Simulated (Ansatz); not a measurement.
Program: Ansatz. Geometries: PBE0-D4/def2-TZVP. ΔE: electronic, gas phase. CBS: MP2 limit from def2 TZ/QZ plus the TZ coupled-cluster correction, frozen cores. DFT in def2-TZVPP. B3LYP here is the variant with VWN-RPA as its local correlation; programs differ in this. Each species was taken in one conformer, which may not be the lowest.

Reaction (formal exchange of groups at a C–C bond): `CCSc1ccccc1` + `C[BH][AlH2]` → `CC[BH][AlH2]` + `CSc1ccccc1`

```
             level  ΔE (kJ/mol)  difference from CCSD(T)/CBS
            PBE-D4          6.8                         -1.6
         r2SCAN-D4          7.3                         -1.1
           PBE0-D4          6.8                         -1.6
          B3LYP-D4          7.5                         -0.9
           ωB97X-V          7.0                         -1.4
           ωB97M-V          7.1                         -1.3
            B2PLYP          6.9                         -1.5
               PBE          4.9                         -3.5
            r2SCAN          6.4                         -2.0
              PBE0          5.1                         -3.3
             B3LYP          4.8                         -3.6
     HF/def2-TZVPP          3.8                         -4.6
    MP2/def2-TZVPP         10.4                          2.0
SCS-MP2/def2-TZVPP          8.9                          0.5
   CCSD/def2-TZVPP          7.3                         -1.1
CCSD(T)/def2-TZVPP          8.3                         -0.1
     HF/def2-QZVPP          3.7                         -4.7
    MP2/def2-QZVPP         10.4                          2.0
SCS-MP2/def2-QZVPP          8.8                          0.4
      HF/CBS(def2)          3.7                         -4.7
     MP2/CBS(def2)         10.4                          2.0
    CCSD/CBS(def2)          7.3                         -1.1
       CCSD(T)/CBS          8.4                            0
```

Largest T1 diagnostic among the species: 0.011.

In def2-TZVPP, CCSD(T) changes the Hartree–Fock value by +4.5 kJ/mol (the triples alone add +1.1 kJ/mol) and MP2 by +6.6 kJ/mol.
